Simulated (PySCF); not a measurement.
PBE0-D3(BJ)/def2-SVP geometry optimisation, IEF-PCM water with PySCF 2.14 and geomeTRIC: [V(NH3)5]3+, charge 3, multiplicity 3. Start (model start, shaken):

```
21

V     0.0000    0.0045   -0.0041
N    -0.0134   -0.0068    1.9951
H     0.9433    0.0201    2.3929
H    -0.4805    0.8235    2.4057
H    -0.4696   -0.8301    2.3999
N     0.0104   -0.0202   -2.0169
H    -0.9709   -0.0193   -2.4280
H     0.4677    0.7971   -2.3963
H     0.4735   -0.8189   -2.4381
N     2.0019   -0.0007    0.0017
H     2.3774    0.9352   -0.0147
H     2.3882   -0.4553    0.8040
H     2.3998   -0.4579   -0.8249
N    -1.0067    1.7424    0.0010
H    -1.2185    2.0799    0.9627
H    -0.5166    2.4997   -0.4694
H    -1.9166    1.7007   -0.4597
N    -1.0230   -1.7396    0.0086
H    -1.2030   -2.0685    0.9414
H    -1.8969   -1.6491   -0.4813
H    -0.4904   -2.4938   -0.4693
```

```json
{"step": "0", "E − E(start) / kcal mol⁻¹": "0.00", "largest force / Eh bohr⁻¹": "0.03717"}
{"step": "1", "E − E(start) / kcal mol⁻¹": "-7.90", "largest force / Eh bohr⁻¹": "0.00379"}
{"step": "2", "E − E(start) / kcal mol⁻¹": "-8.24", "largest force / Eh bohr⁻¹": "0.00403"}
{"step": "3", "E − E(start) / kcal mol⁻¹": "-8.40", "largest force / Eh bohr⁻¹": "0.00570"}
{"step": "4", "E − E(start) / kcal mol⁻¹": "-8.55", "largest force / Eh bohr⁻¹": "0.00674"}
{"step": "5", "E − E(start) / kcal mol⁻¹": "-8.20", "largest force / Eh bohr⁻¹": "0.00465"}
{"step": "6", "E − E(start) / kcal mol⁻¹": "-8.91", "largest force / Eh bohr⁻¹": "0.00302"}
{"step": "7", "E − E(start) / kcal mol⁻¹": "-9.03", "largest force / Eh bohr⁻¹": "0.00257"}
{"step": "8", "E − E(start) / kcal mol⁻¹": "-9.14", "largest force / Eh bohr⁻¹": "0.00067"}
{"step": "9", "E − E(start) / kcal mol⁻¹": "-9.16", "largest force / Eh bohr⁻¹": "0.00054"}
{"step": "10", "E − E(start) / kcal mol⁻¹": "-9.16", "largest force / Eh bohr⁻¹": "0.00050"}
{"step": "11", "E − E(start) / kcal mol⁻¹": "-9.17", "largest force / Eh bohr⁻¹": "0.00042"}
```

The optimisation met its thresholds. End point:

```
21

V    -0.0239   -0.0087    0.1330
N    -0.0788    0.0064    2.2452
H     0.8508    0.0452    2.6753
H    -0.5877    0.8053    2.6367
H    -0.5273   -0.8212    2.6511
N     0.0299   -0.0009   -1.9982
H    -0.9014    0.0208   -2.4248
H     0.5274    0.8084   -2.3822
H     0.4941   -0.8224   -2.3972
N     2.0182   -0.0027    0.0137
H     2.3761    0.9605    0.0611
H     2.4625   -0.5030    0.7925
H     2.4019   -0.4047   -0.8473
N    -1.0025    1.7771   -0.1128
H    -1.2713    2.2290    0.7675
H    -0.4306    2.4596   -0.6248
H    -1.8667    1.6733   -0.6582
N    -1.0129   -1.7876   -0.1105
H    -1.2879   -2.2371    0.7693
H    -1.8736   -1.6818   -0.6610
H    -0.4402   -2.4727   -0.6181
```

Metal–donor distances, start → end: N2 1.999 → 2.113 Å, N6 2.013 → 2.132 Å, N10 2.002 → 2.046 Å, N14 2.008 → 2.051 Å, N18 2.022 → 2.050 Å.

No frequencies were computed, so the end point may be a saddle point.

The job took 7.7 min on one thread of Intel Xeon 6975P-C (shared host), with 176 basis functions and a peak of 1.6 GiB, launched as `OMP_NUM_THREADS=1 python lf_run.py task.json out`.
